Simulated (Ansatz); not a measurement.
Harmonic frequencies (cm⁻¹) at PBE0-D4/def2-TZVP from Ansatz: 185, 203, 237, 382, 487, 510, 539, 581, 582, 727, 862, 976, 1004, 1072, 1161, 1211, 1306, 1364, 1515, 1947, 2522, 2600, 3094, 3681.

**Question.** Which molecule is it?
A. `BCB`
B. `F[SiH2][S][AlH2]`
C. `NC1(F)O[SiH2]1`
D. `B[C]1=C[NH][AlH]1`

**Answer.** D.
